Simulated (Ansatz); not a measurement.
C2H5OSi, SMILES `[CH]=C[SiH2]O` radical. Total charge 0; spin multiplicity 2. Geometry: relaxed with PBE0-D4/def2-TZVP. It is one conformer, not always the lowest.

```xyz
9

C    -1.075   -1.259   -0.939
C    -0.837   -0.489    0.085
Si    0.429    0.881   -0.003
O     1.656    0.643    1.072
H    -1.705   -2.094   -1.216
H    -1.384   -0.641    1.024
H    -0.179    2.169    0.405
H     0.922    0.947   -1.403
H     2.173   -0.158    0.975
```

(1) What is the dipole moment at r2SCAN/def2-TZVPP? (Estimate.)

(2) And with PBE, B3LYP, ωB97M-V? (An estimate is asked.)

(3) Give the Mulliken charges with r2SCAN, PBE, ωB97M-V in def2-TZVPP. (An estimate is asked.)

Results:

(1) The calculation gave: 1.71 D, with components (-0.31, -1.68, 0.00) D in this frame, pointing from negative to positive charge.

(2) The calculation gave: PBE 1.62 D, B3LYP 1.69 D, ωB97M-V 1.74 D.

(3) Ansatz gave: 
```csv
atom,r2SCAN,PBE,ωB97M-V
C1,-0.15,-0.17,-0.14
C2,-0.23,-0.18,-0.28
Si3,0.58,0.46,0.48
O4,-0.42,-0.35,-0.38
H5,0.13,0.13,0.14
H6,0.08,0.09,0.11
H7,-0.09,-0.08,-0.04
H8,-0.10,-0.09,-0.06
H9,0.20,0.18,0.17
```

B3LYP here is the variant with VWN-RPA as its local correlation; programs differ in this.
